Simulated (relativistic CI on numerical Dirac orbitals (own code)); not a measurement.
**Cr+ in a cubic cluster: 2p photoemission with charge transfer**

Computed with a charge-transfer multiplet model of a cubic metal-ligand cluster with up to one ligand hole, Slater and spin-orbit integrals from Dirac-Coulomb-Breit ions, Slater integrals scaled by 0.8. The ground state mixes d5 with configurations of k ligand holes L, whose averages lie at kΔ + k(k − 1)U_dd/2; a core hole lowers each added d electron by U_cd. 300 K, Lorentzian 0.6 eV and Gaussian 0.8 eV FWHM.

Atomic integrals in eV (Slater integrals scaled, ζ unscaled), ground: F2dd 6.636, F4dd 4.082, zeta_d 0.022; with the core hole: F2dd 8.366, F4dd 5.204, zeta_d 0.040, zeta_core 5.624, F2cd 4.703, G1cd 3.430, G3cd 1.946.

Cluster parameters (eV): U_dd = 5.5, U_cd = 6.7, 10Dq = 0.95, 10Dq(ligand) = 0.9, V(eg) = 2, V(t2g) = -1.06, final-state hopping factor = 1.

```tsv
Case	n_d	d5	d6L	S
Δ = 3.9 eV	5.18	0.82	0.18	2.50
Δ = 5.9 eV	5.13	0.87	0.13	2.50
Δ = 7.9 eV	5.09	0.91	0.09	2.50
```

Weights, n_d and S are thermal averages at 300 K. Binding energies count from the first peak over 30 % of the highest in each spectrum, which can be another peak from case to case. The parameters are a model scan and need not match a compound or its usual spin state. Peaks in eV (height, largest 100):
- Δ = 3.9 eV: 0.0 (100), 6.8 (21), 9.8 (52), 17.3 (10)
- Δ = 5.9 eV: 0.0 (100), 6.9 (17), 9.9 (52), 17.4 (7)
- Δ = 7.9 eV: 0.0 (100), 4.2 (17), 9.9 (52), 10.4 (53)

Curve for Δ = 7.9 eV (points under 2 left out, the grid thinned):

(E (eV), Intensity): (-3.4, 2.1), (-2.9, 2.9), (-2.4, 4.1), (-1.9, 6.5), (-1.4, 12.7), (-0.9, 34.7), (-0.4, 83.5), (0.1, 98.6), (0.6, 92.3), (1.1, 82.5), (1.6, 62.3), (2.2, 40.4), (2.7, 22.5), (3.2, 15.2), (3.7, 15.5), (4.2, 17.0), (4.7, 15.1), (5.2, 12.4), (5.7, 10.5), (6.2, 9.7), (6.7, 10.8), (7.2, 12.6), (7.7, 13.7), (8.2, 14.7), (8.7, 21.0), (9.2, 37.4), (9.7, 51.4), (10.2, 52.1), (10.7, 50.6), (11.2, 34.2), (11.7, 18.4), (12.2, 11.3), (12.7, 9.4), (13.2, 7.4), (13.8, 4.6), (14.3, 3.4), (14.8, 2.9), (15.3, 2.5), (15.8, 2.2), (16.3, 2.3), (16.8, 3.0), (17.3, 3.8), (17.8, 4.2), (18.3, 3.9), (18.8, 2.2)

For the case Δ = 5.9 eV, Δ = 5.9 eV is larger than U_dd = 5.5 eV, the Mott-Hubbard side of the Zaanen-Sawatzky-Allen scheme. With the core hole the configuration with one ligand hole lies at Δ − U_cd = -2.8, -0.8, 1.2 eV from the one without, in the order of the table; where this is negative the screened configuration lies lower, though the effective hopping of about 3.3 eV (from the holes of the mixed ground state) mixes the two strongly wherever it is as large as the gap.

With at most 1 ligand hole the space is cut while the next configuration still counts, so covalency is underestimated, and a final configuration with one more ligand hole, which can lie low, is missing from the spectra.
